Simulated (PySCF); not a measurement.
A side-by-side comparison of computed properties.

First species: 4-mercaptophenol, C₆H₆OS.
SMILES: `OC1=CC=C(S)C=C1`

Second species: C₅H₆P₂.
Bonds: C1–C2, C2–C3 (aromatic), C3–P4 (aromatic), P4–C5 (aromatic), C5–P6 (aromatic), P6–C7 (aromatic), C2–C7 (aromatic). Hydrogens: H8, H9, H10 on C1; H11 on C3; H12 on C5; H13 on C7.

Levels: CAM-B3LYP/def2-SVPD for dipole moment, HOMO energy, LUMO energy, HOMO–LUMO gap, static isotropic polarisability and electronic spatial extent ⟨r²⟩ about the centre of nuclear charge; TDDFT CAM-B3LYP/def2-SVPD for lowest singlet excitation; TDA CAM-B3LYP/def2-SVPD for lowest triplet excitation (Tamm–Dancoff); GFN2-xTB for rotational constant A and rotational constant C. Geometries: GFN2-xTB. Each species is one conformer at its optimised geometry, gas phase, non-relativistic unless stated; the electronic structure was computed with PySCF and density fitting.

Dipoles, sizes and rotational constants follow the conformer. The torsions of the flexible species, by atom-mapped SMILES:
- `[OH:1][c:2]1[cH:3][cH:4][c:5]([SH:6])[cH:7][cH:8]1`: H–O1–C2–C3 0°, H–S6–C5–C4 180°

```json
{"property": "dipole moment", "column X": "1.08 D", "column Y": "1.86 D"}
{"property": "HOMO energy", "column X": "-7.20 eV", "column Y": "-8.34 eV"}
{"property": "LUMO energy", "column X": "0.49 eV", "column Y": "-0.95 eV"}
{"property": "HOMO–LUMO gap", "column X": "7.69 eV", "column Y": "7.39 eV"}
{"property": "lowest singlet excitation", "column X": "4.67 eV", "column Y": "4.25 eV"}
{"property": "lowest triplet excitation (Tamm–Dancoff)", "column X": "3.79 eV", "column Y": "2.93 eV"}
{"property": "static isotropic polarisability", "column X": "94.6 au", "column Y": "106.2 au"}
{"property": "electronic spatial extent ⟨r²⟩ about the centre of nuclear charge", "column X": "1277 bohr²", "column Y": "1053 bohr²"}
{"property": "rotational constant A", "column X": "5.607 GHz", "column Y": "2.513 GHz"}
{"property": "rotational constant C", "column X": "0.842 GHz", "column Y": "1.075 GHz"}
```

Problem. Which column belongs to which species?

Solution. Column X is the first species and column Y the second. The first has 14 atoms and 66 electrons, the second 13 and 66.

Problem. How does each property change from the first species to the second?

Solution. dipole moment +0.78 D; HOMO energy -1.14 eV; LUMO energy -1.44 eV; HOMO–LUMO gap -0.30 eV; lowest singlet excitation -0.42 eV; lowest triplet excitation (Tamm–Dancoff) -0.86 eV; static isotropic polarisability +11.6 au; electronic spatial extent ⟨r²⟩ about the centre of nuclear charge -224 bohr²; rotational constant A -3.094 GHz; rotational constant C +0.233 GHz.

On the first: No computed singlet falls in the visible range (750 to 380 nm, 1.65 to 3.26 eV); S1 lies 1.41 eV above its blue end. S1 lies 3.02 eV below the HOMO–LUMO gap; its leading configuration is HOMO→LUMO, weight 0.91.

On the second: The vertical singlet–triplet gap S1 − T1 is 1.32 eV (TDDFT singlet less Tamm–Dancoff triplet; S1: HOMO−1→LUMO, weight 0.98; T1: HOMO→LUMO, weight 0.83). The polarisability is 15.74 Å³ as a volume (1 au = 0.148185 Å³), or 1.61 au for each of the 66 electrons.
